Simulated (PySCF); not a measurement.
**Tc (technetium, neutral) across methods**

[Kr] 4d5 5s2, high-spin 6S determinant. All numbers are calculated (PySCF 2.14, the spin-free X2C one-electron Hamiltonian (Gaussian nucleus), in aug-cc-pVTZ-DK (9s8p6d3f2g, 102 functions)).

```tsv
method	E (hartree)	mean ε 4d α (eV)	mean ε 5s α (eV)	mean ε 5s β (eV)	Σ⟨r²⟩ (bohr²)	⟨S²⟩
UHF	-4282.92676	-14.168	-7.636	-5.681	62.09	8.793
PBE0	-4284.84	-9.518	-6.190	-4.832	59.32	8.766
LDA	-4280.26	-7.881	-5.758	-4.522	58.76	8.763
r2SCAN	-4285.16	-8.422	-5.811	-4.334	59.53	8.793
PBE	-4284.77	-7.831	-5.543	-4.245	59.27	8.764
MN15	-4288.05	-10.198	-6.832	-5.626	59.25	8.759
B97-3	-4284.86	-9.469	-6.070	-4.851	59.42	8.762
TPSSh	-4284.99	-8.568	-5.812	-4.397	59.38	8.767
```
